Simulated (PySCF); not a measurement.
# UHF on C⁺ (carbon, charge +1)

Configuration: [He] 2s2 2p1, 2P determinant. All numbers are calculated (PySCF 2.14, the non-relativistic Hamiltonian (point nucleus), in dyall-acv3z (15s9p4d2f, 76 functions)).

```
Total energy                                                  : -37.296698 hartree
One-electron energy                                           : -47.5723 hartree
Hartree (Coulomb) energy                                      : 15.0218 hartree
Exchange energy                                               : -4.7462 hartree
Kinetic energy                                                : 37.29623 hartree
⟨S²⟩                                                          : 0.7566
⟨L²⟩                                                          : 2.017
Sum of ⟨r⟩                                                    : 4.957 bohr
Sum of ⟨r²⟩                                                   : 8.052 bohr²
Traceless quadrupole moment −½Σ⟨3z² − r²⟩ along its main axis : -1.09 e·bohr²
Density at the nucleus (Gaussians lack the cusp)              : 127 bohr⁻³
Spin density at the nucleus                                   : 0.0440 bohr⁻³
Langevin diamagnetic susceptibility                           : -6.38 ×10⁻⁶ cm³/mol
```

| shell | electrons | mean orbital energy (eV) | rms radius, mean of both spins (bohr) |
| --- | --- | --- | --- |
| 1s α | 1 | -324.16 | 0.311 |
| 1s β | 1 | -323.35 | 0.311 |
| 2s α | 1 | -33.306 | 1.61 |
| 2s β | 1 | -29.589 | 1.61 |
| 2p α | 1 | -24.878 | 1.63 |

Spin-orbit constants ζ (cm⁻¹) from the X2C one-electron operator on these orbitals (non-relativistic here): bare nucleus, nucleus screened by l(l+1)(2l+1)/3 electrons, and screened by the Breit-Pauli mean field of the electrons.

| shell | bare | screened nucleus | mean field |
| --- | --- | --- | --- |
| 2p | 77.93 | 51.95 | 42.19 |

To first order the Landé constant is A = 42.19 cm⁻¹, so the lowest level has J = 1/2 and lies 0.00523 eV below the centre of the term.
